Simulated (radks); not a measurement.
C V, 2 electrons, occupied as 1s1.75 2s0.25 (fractional occupations, a model configuration).

Calculated with a radial shooting solver on a logarithmic mesh with Libxc functionals: scalar-relativistic Kohn-Sham, BP86, spin-polarised, spherical densities, finite nucleus; open shells are filled with parallel spins first; Fermi nuclear charge, rms radius 2.4702 fm.

Energy parts (hartree):
| part | energy |
|---|---|
| total | -29.73689 |
| kinetic | 29.74336 |
| electron-nucleus | -62.28274 |
| Hartree | 5.95038 |
| exchange-correlation | -3.14789 |

Orbitals (lengths in bohr, moments of r in powers of bohr; <r^-3> diverges for s and p1/2):
orbital,occ.,eigenvalue (hartree),<r^-3>,<r>,<r^4>
1s up,1,-13.75424,-,0.2635,0.02264
1s down,0.75,-13.57542,-,0.2647,0.02305
2s up,0.25,-2.76068,-,1.186,4.482

The highest occupied level is 2s up at -75.122 eV. Spin moment in Bohr magnetons: 0.5. Summed over all electrons, <r^2> = 0.5748 bohr^2, which gives a Langevin (diamagnetic) susceptibility term of -0.455 x 10^-6 cm^3/mol. The spin density at the nucleus is 18.06 e/bohr^3 (1s 16.60, 2s 1.47). The electron density at the nucleus is 114.3 e/bohr^3 (large components only).
